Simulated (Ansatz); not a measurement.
## Ansatz (development build ahead of 0.2.0) run

```yaml
crystal:
  periodic: [false, false, false]
  atoms:
    - { symbol: Al, position_ang: [0.0, 0.0, 0.0] }
    - { symbol: Cl, position_ang: [2.24526, 0.0, 0.0] }
    - { symbol: Cl, position_ang: [-1.12263, 1.94446, 0.0] }
    - { symbol: Cl, position_ang: [-1.12263, -1.94446, 0.0] }
basis:
  gaussian: { orbitals: cc-pVTZ }
hamiltonian:
  xc: hf
correlation:
  method: mp2
  frozen_orbitals: { Al: 5, Cl: 5 }
```

The input is written out in the form of the current development build from the run's settings.

Output:

| Property | Result |
| --- | --- |
| Converged | yes |
| Reference energy | -1620.69375 hartree |
| Correlation energy | -0.62588 hartree |
| Total energy | -1621.31962 hartree |
| Spin squared of the determinant | 0.000 |
